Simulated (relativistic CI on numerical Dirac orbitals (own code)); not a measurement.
# Slater and spin-orbit integrals, Ir⁴³⁺

Computed by Dirac-Coulomb-Breit CI, KLI orbitals optimised for each configuration, QED by a radiative potential, unscaled Slater integrals (own radial code, finite nucleus).

Slater integrals F^k, G^k are unscaled and averaged over j, outside the closed core [Ar] 3d10; ζ comes from projecting the Hamiltonian with its Breit term on Σ l·s of the shell.

- 4s2.4p4: F^2(4p,4p) = 262440, ζ(4p) = 629780 cm⁻¹; <r>(4p) = 0.3874, <r^2>(4p) = 0.17 (bohr units).
- 4s.4p5: G^1(4s,4p) = 343410, ζ(4p) = 629420 cm⁻¹; <r>(4s) = 0.3774, <r^2>(4s) = 0.1603, <r>(4p) = 0.3874, <r^2>(4p) = 0.17 (bohr units).
- 4s2.4p3.4d: F^2(4p,4p) = 262380, ζ(4p) = 630530, F^2(4p,4d) = 259010, G^1(4p,4d) = 319060, G^3(4p,4d) = 205180, ζ(4d) = 79496 cm⁻¹; <r>(4p) = 0.3874, <r^2>(4p) = 0.17, <r>(4d) = 0.3849, <r^2>(4d) = 0.1694 (bohr units).

Averages of the first 10 configurations, taken without configuration mixing, which lowers the lowest level and can move excited configurations by several eV; other configurations of the list can lie among them:

```json
{"Configuration": "4s2.4p4", "Parity": "even", "States": "15", "Average energy above the lowest level (eV)": "82.0"}
{"Configuration": "4s.4p5", "Parity": "odd", "States": "12", "Average energy above the lowest level (eV)": "277.7"}
{"Configuration": "4s2.4p3.4d", "Parity": "odd", "States": "200", "Average energy above the lowest level (eV)": "305.7"}
{"Configuration": "4p6", "Parity": "even", "States": "1", "Average energy above the lowest level (eV)": "485.1"}
{"Configuration": "4s.4p4.4d", "Parity": "even", "States": "300", "Average energy above the lowest level (eV)": "496.3"}
{"Configuration": "4s2.4p3.4f", "Parity": "even", "States": "280", "Average energy above the lowest level (eV)": "512.5"}
{"Configuration": "4s.4p4.4f", "Parity": "odd", "States": "420", "Average energy above the lowest level (eV)": "703.4"}
{"Configuration": "4p5.4d", "Parity": "odd", "States": "60", "Average energy above the lowest level (eV)": "698.6"}
{"Configuration": "4s.4p3.4d2", "Parity": "odd", "States": "1800", "Average energy above the lowest level (eV)": "718.3"}
{"Configuration": "4s2.4p2.4d.4f", "Parity": "odd", "States": "2100", "Average energy above the lowest level (eV)": "737.0"}
```
